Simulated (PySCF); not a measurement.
Nuclear quadrupole coupling in `N#Cc1ccccc1F`

Compound: C7H4FN.
Geometry (PBE0-D3(BJ)/def2-TZVP, Å), atoms numbered from 1 in this order:
```xyz
13
C7H4FN angstrom
N      3.5789    0.5626   -0.2079
C      2.4453    0.3729   -0.1417
C      1.0385    0.1729   -0.0602
C      0.1632    1.2600   -0.0079
C     -1.2004    1.0519    0.0701
C     -1.7053   -0.2417    0.0966
C     -0.8536   -1.3336    0.0461
C      0.5059   -1.1135   -0.0310
F      1.3311   -2.1527   -0.0790
H      0.5737    2.2616   -0.0293
H     -1.8722    1.8998    0.1111
H     -2.7745   -0.4053    0.1577
H     -1.2234   -2.3507    0.0650
```

Field gradients from the PBE0/pcSseg-2 density (PySCF, non-relativistic), principal values in atomic units, ordered |Vxx| ≤ |Vyy| ≤ |Vzz|:

| atom | Vxx | Vyy | Vzz |
| --- | --- | --- | --- |
| N1 | 0.4511 | 0.5429 | -0.9940 |

**Question.** Find the asymmetry η = (Vxx − Vyy)/Vzz and the couplings χ = eQV/h (234.96 MHz × Q in barn × V in au), with Q(14N) = 0.02044 b.

**Answer.** 
```csv
atom,environment,nucleus,η,χzz (MHz),χxx (MHz),χyy (MHz)
N1,nitrile nitrogen,14N,0.09,-4.774,2.166,2.607
```

**Question.** What is Vzz at N1 in SI units (1 au = 9.71736 × 10²¹ V/m²)?

**Answer.** -0.9940 au = -9.659 × 10²¹ V/m².

**Question.** What couplings would deuterons (Q(2H) = 0.00286 b) have in place of the hydrogens, at this geometry?

**Answer.** 
```tsv
atom	bonded to	bond length (Å)	Vzz (au)	η	χzz (kHz)
H10	C4	1.083	0.2918	0.06	196
H11	C5	1.083	0.2957	0.07	199
H12	C6	1.083	0.2933	0.06	197
H13	C7	1.082	0.2946	0.07	198
```

Isolated species at its PBE0-D3(BJ)/def2-TZVP geometry, gas phase.

The run behind these numbers computed NMR shieldings as well. Hardware: one thread of an Arm Neoverse V1, shared host with 32 logical CPUs at a one-minute load of 16. Cost: 75 s wall, 1.6 GiB resident at most.
